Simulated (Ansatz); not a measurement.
Cd4⁻. Total charge -1; doublet. Geometry PBE0/def2-SVPD.

```xyz
4

Cd    0.706    0.781   -1.071
Cd   -0.703   -0.784    1.070
Cd   -1.699   -1.131   -1.943
Cd    1.696    1.134    1.944
```

In the def2 sets Cd takes a core potential; there is no spin–orbit coupling. B3LYP takes the VWN-RPA correlation. At PBE/def2-SVPD, revPBE/def2-TZVPD, r2SCAN/def2-TZVPD, B3LYP/def2-TZVPD and others the highest occupied level of the charge -1 doublet lies above zero (up to 1.05 eV). By energy differences its removal costs 0.77 eV (vertical, to the charge 0 singlet, at PBE0/def2-TZVPD). The structure comes from a short search, and lower isomers may exist.

Problem. Estimate the α-spin orbital energies around the gap (eV) in Ansatz with PBE/def2-SVPD, revPBE/def2-TZVPD, r2SCAN/def2-TZVPD, B3LYP/def2-TZVPD, PBE0/def2-SVPD.

Solution. 
```
orbital  PBE/def2-SVPD  revPBE/def2-TZVPD  r2SCAN/def2-TZVPD  B3LYP/def2-TZVPD  PBE0/def2-SVPD
HOMO−13          -7.84              -7.70              -8.24             -9.53          -10.08
HOMO−12          -7.77              -7.63              -8.17             -9.45          -10.00
HOMO−11          -7.75              -7.61              -8.15             -9.43           -9.98
HOMO−10          -7.75              -7.61              -8.15             -9.42           -9.97
 HOMO−9          -7.73              -7.59              -8.14             -9.41           -9.96
 HOMO−8          -7.73              -7.59              -8.12             -9.41           -9.95
 HOMO−7          -7.71              -7.57              -8.11             -9.38           -9.92
 HOMO−6          -7.71              -7.56              -8.10             -9.38           -9.92
 HOMO−5          -7.60              -7.45              -8.00             -9.27           -9.81
 HOMO−4          -4.06              -3.97              -4.37             -4.92           -5.19
 HOMO−3          -2.45              -2.35              -2.66             -3.10           -3.25
 HOMO−2          -1.40              -1.30              -1.58             -1.92           -2.01
 HOMO−1          -0.94              -0.84              -1.11             -1.43           -1.46
   HOMO           0.97               1.05               0.74              0.66            0.43
   LUMO           1.52               1.64               1.59              1.96            1.99
 LUMO+1           1.59               1.70               1.67              2.01            2.07
 LUMO+2           1.64               1.74               1.70              2.05            2.08
 LUMO+3           2.17               2.28               2.22              2.56            2.58
 LUMO+4           2.94               3.06               3.01              3.39            3.37
 LUMO+5           2.98               3.12               3.21              3.46            3.55
 β HOMO          -0.84              -0.74              -1.01             -1.35           -1.36
 β LUMO           1.38               1.53               1.57              1.80            1.91
```
